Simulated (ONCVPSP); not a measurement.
## Ga (Z = 31), ONCV: configuration errors across variants

Ga (Z = 31), optimised norm-conserving Vanderbilt (ONCV), made with ONCVPSP 4.0.1 (LDA (Perdew-Zunger), scalar-relativistic). Core [Ar], reference 3d10 4s2 4p1. Waves: 4s: rc 1.60 bohr, ncon 4, nbas 7, qcut 4.8 1/bohr, 2 projectors, debl 1.1 Ha; 4p: rc 2.25 bohr, ncon 3, nbas 6, qcut 3.9 1/bohr, 1 projector; 3d: rc 1.05 bohr, ncon 4, nbas 9, qcut 15.8 1/bohr, 2 projectors, debl 2.9 Ha. Local part: polynomial inside 0.95 bohr (lpopt 5, dvloc0 6 Ha). Core correction: none.

All-electron excitation energies from the reference (eV): (1) 3d10 4s2 4p0 5.888; (2) 3d10 4s1 4p0 27.391; (3) 3d10 4s2 4p0.5 2.120.

5 further variants failed, have other tests or another functional or relativity, and are left out.

A true bound ghost makes a file unfit for plane-wave use even where its test errors are small: the radial tests pick states by their node count and pass the ghost by.

Errors AE − PS in meV (a dash: test not solved or not reliable):

| change | (1) | (2) | (3) | bound ghosts | GHOST(+) flags above zero |
| --- | --- | --- | --- | --- | --- |
| base | -1.2 | -6.0 | -0.1 | s | s |
| s: qcut 4.3; p: qcut 3.5; d: qcut 14.2 | -1.2 | -6.2 | -0.1 | s | s |
| p: ncon 5, nbas 8 | -1.1 | -3.6 | -0.2 | s | s |
| s: rc 2.34 | -1.1 | -7.9 | -0.1 | none | s |
| local potential polynomial inside 0.95 bohr (lpopt 5, dvloc0 -1.5 Ha) | -1.2 | -6.0 | +0.1 | s | s, p |
| d: nbas 7 | -1.2 | -6.0 | -0.1 | s | s |

**Question.** Give the same row for: all radii scaled by about 0.94 (s 1.50, p 2.12, d 1.00 bohr); local potential polynomial inside 0.90 bohr (lpopt 5, dvloc0 6 Ha).

**Answer.** -0.9, -3.9, -0.1; bound ghosts: s; GHOST(+) flags above zero: s.
